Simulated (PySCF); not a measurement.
Trend along the alkali metals: MGa cations

PBE with double-zeta basis sets in PySCF, for the lowest determinant that a PBE0 search found; no spin–orbit coupling. De refers to high-spin ground-configuration atoms (the charge goes to the atom of lower measured ionisation energy or higher electron affinity, which is not always the lowest computed limit). A positive dipole points towards Ga; it is taken about the centre of mass and depends on that origin.

| M | basis | charged atom | state (unpaired electrons) | Re (Å) | ωe (cm⁻¹) | De (eV) | μ (D) |
| --- | --- | --- | --- | --- | --- | --- | --- |
| Li | def2-SVP | Li+ | doublet (σ ↑) | 3.128 | 171 | 1.23 | -8.64 |
| Na | x2c-SVPall | Na+ | doublet (σ ↑) | 3.486 | 95.2 | 1.04 | -6.97 |
| K | def2-SVP | K+ | doublet (σ ↑) | 3.997 | 66.9 | 0.61 | -8.16 |
| Cs | def2-SVP | Cs+ | doublet (σ ↑) | 4.328 | 45.8 | 0.45 | -3.55 |

Task: By what factor does the harmonic wavenumber vary along the series?

Result: At PBE it runs from 45.8 cm⁻¹ (CsGa⁺) to 171 cm⁻¹ (LiGa⁺), a factor of 3.73.

The rows differ in basis set, which adds steps of its own.

Down a group the atoms grow and get heavier, so bonds lengthen and wavenumbers fall; this series shows no clear exception.

Weak bonds: CsGa⁺. Basis-set superposition, not corrected here, can be much of De in a small basis, most of all at correlated wavefunction levels. These are scalar-relativistic numbers at best; spin–orbit coupling would shift them, the dissociation energy most. For an ion De counts to the pair picked by the measured ionisation energies or electron affinities, which need not be the lowest pair at this level. States were picked by a PBE0 search and need not be the measured ground states.
